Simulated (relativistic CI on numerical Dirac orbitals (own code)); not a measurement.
**What each ingredient does to the levels of As⁵⁺**

Base calculation: Dirac-Coulomb-Breit CI, KLI orbitals optimised for each configuration, model QED (radiative potential, 1s self-energy scaled to tabulated hydrogen-like ionisation energies), valence Slater integrals scaled by 0.85, P86 correlation energy added to each configuration.

Configurations in the expansion (outside the closed core [Ar]): 3d10, 3d9.4s, 3d9.4p, 3d9.4d, 3d9.5s, 3d9.5p, 3d9.4f, 3d8.4s2, 3d9.5d, 3d9.6s, 3d9.6p, 3d9.5f, 3d9.5g, 3d8.4s.4p, 3d9.6d, 3d9.6f, 3d8.4p2, 3d8.4s.4d, 3d8.4p.4d. Levels of other configurations are missing.

The lowest level and the first level of each name with at least 55 % of one term (blank where a level has no safe partner in the second run):

```csv
Level,Base (cm⁻¹),Shift (cm⁻¹)
3d10 1S_0,0,0
3d9.4s 3D_3,330817,-825
3d9.4s 3D_2,332743,-825
3d9.4s 3D_1,336404,-825
3d9.4s 1D_2,339352,-824
3d9.4p 3P°_2,434831,-272
3d9.4p 3F°_3,438621,-272
3d9.4p 3P°_1,440056,-272
3d9.4p 3F°_4,441673,-273
3d9.4p 3F°_2,442522,-272
3d9.4p 3P°_0,443200,-273
3d9.4p 1D°_2,447528,-270
3d9.4p 1P°_1,450591,-267
3d9.4p 3D°_1,452455,-270
3d9.4p 3D°_2,453400,-271
3d9.4d 3S_1,592942,+2010
3d9.4d 3G_5,598404,+2006
3d9.4d 3G_4,598623,+2006
3d9.4d 3P_2,598946,+2005
3d9.4d 3D_3,600702,+2008
3d9.4d 3P_0,601633,+2005
3d9.4d 3F_4,602369,+2005
```

At this charge configurations can still be misplaced by up to about 7 % of their energy. 4 of the 4 excited levels that our extract of the measured tables holds in this range could be paired (the sources list more); they are missed by 549 cm⁻¹ on average and 878 at most, and levels without a partner can miss by more.

One thing was changed in a second run, which moved the levels as shown. Which?
A. Breit term removed
B. one mean potential for all configurations
C. self-excluded LDA correlation estimate
D. no correlation estimate
E. QED terms removed
F. configuration mixing switched off

C. Self-excluded LDA correlation estimate. A correlation estimate moves all levels of a configuration together before mixing; mixed levels move by a weighted share.

LS names give the leading component of a level, which can be under half, so a name can repeat, a term be missing and a line seem to break the LS rules.
